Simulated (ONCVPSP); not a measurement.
# Ranking ONCV potentials for Ir

All share these settings but for the change named:

- Element: Ir (Z = 77)
- Generator: ONCVPSP 4.0.1
- Type: optimised norm-conserving Vanderbilt (ONCV)
- Functional: PBE
- Relativity: scalar-relativistic
- Frozen core: [Kr] 4d10 4f14
- Valence charge: 17
- Reference configuration: 5s2 5p6 5d7 6s2
- Partial waves: 5s+6s: rc 1.45 bohr, ncon 3, nbas 6, qcut 8.2 1/bohr, 2 projectors; 5p: rc 1.65 bohr, ncon 5, nbas 9, qcut 9.5 1/bohr, 1 projector; 5d: rc 2.25 bohr, ncon 4, nbas 9, qcut 5.6 1/bohr, 2 projectors, debl 3.8 Ha
- Local potential: polynomial inside 1.10 bohr (lpopt 1, dvloc0 0 Ha)
- Core correction: none

Cutoff: the first of the cutoffs (Ha) at which the residual kinetic energy of the hardest occupied pseudo-wave falls to 1 and 0.1 mHa per electron; the density cutoff is not measured.

The base gives 31 Ha.

Of 8 variants that were run, those that failed, showed a ghost or another fault, or gave nearly equal values are left out.

A variant can come out equal or close to the base.

Q: Rank these variants from softest to hardest (loose cutoff).
A. p: qcut 10.6
B. p: qcut 7
C. p: qcut 9.1
D. p: qcut 11.8

A: B (26 Ha), C (30 Ha), A (36 Ha), D (42 Ha).
